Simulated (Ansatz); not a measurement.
Consider the stannylene formation by 1,1-elimination: `[Cl][Sn]([Cl])([Br])[Br]` → Br₂ + `[Cl][Sn][Cl]`.

Calculated with Ansatz (gas phase, PBE0-D4/def2-TZVP geometries, no zero-point term in ΔE). CBS: MP2 limit from def2 TZ/QZ plus the TZ coupled-cluster correction, frozen cores. DFT in def2-TZVPP. Elements past krypton have def2 core potentials. For Br, Sn outer-core shells are correlated without core-valence functions, which leaves a few kJ/mol of doubt a bond. Scalar relativity is left out up to krypton.

CCSD(T)/CBS gives +2.61 eV.

(1) Another level gave +2.27 eV. Which?
A. CAM-B3LYP-D4/def2-TZVPP
B. B2PLYP/def2-TZVPP
C. CAM-B3LYP/def2-TZVPP
D. revPBE/def2-TZVPP

Largest T1 diagnostic among the species: 0.014.

Answers

(1) B. B2PLYP 2.27, CAM-B3LYP-D4 2.36, revPBE 1.90, CAM-B3LYP 2.23 eV.

The D4 term adds +0.21 eV with B3LYP and +0.12 eV with PBE0; it sums over pairs of atoms, weighted by their polarisabilities, and B3LYP, whose exchange is more repulsive, gets the larger term. From r2SCAN to r2SCAN0 (25 % exact exchange), in def2-TZVPP and without D4, ΔE moves by +0.12 eV.

B3LYP here is the variant with VWN-RPA as its local correlation; programs differ in this.

CCSD(T)/CBS has its own doubt, a few kJ/mol and more with outer-core shells, so smaller differences from it don't rank the levels.
